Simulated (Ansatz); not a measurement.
Reaction (hydrogenolysis of the Si–Cl bond): `CS[Si]Cl` + H₂ → `CS[SiH]` + HCl

Calculated with Ansatz (gas phase, PBE0-D4/def2-TZVP geometries, no zero-point term in ΔE). CCSD(T)/CBS is the MP2 limit (def2-TZVPP, def2-QZVPP) plus CCSD(T) − MP2 in def2-TZVPP, frozen cores. This one scheme is used for every species. Functionals use def2-TZVPP. Each species was taken in one conformer, which may not be the lowest.

| species | r2SCANh-D4 energy (Eh) |
| --- | --- |
| `CS[Si]Cl` | -1187.78014 |
| H₂ | -1.17099 |
| `CS[SiH]` | -728.12634 |
| HCl | -460.78460 |

Q: Work out ΔE.

A: ΔE = (-728.12634) + (-460.78460) − (-1187.78014) − (-1.17099) = 0.04019 Eh = +105.5 kJ/mol. CCSD(T)/CBS gives +100.5 kJ/mol.

Largest T1 diagnostic among the species: 0.016.

From BLYP to BHLYP (50 % exact exchange), in def2-TZVPP and without D4, ΔE moves by −7.7 kJ/mol. Leaving LDA and LC-ωPBE aside and taking each functional with its dispersion term where it has one, the values, not all of them listed here, spread over 12.7 kJ/mol, from ωB97X-V to BLYP-D4. In def2-TZVPP, CCSD(T) changes the Hartree–Fock value by +13.7 kJ/mol (the triples alone add +5.7 kJ/mol) and MP2 by +25.8 kJ/mol.
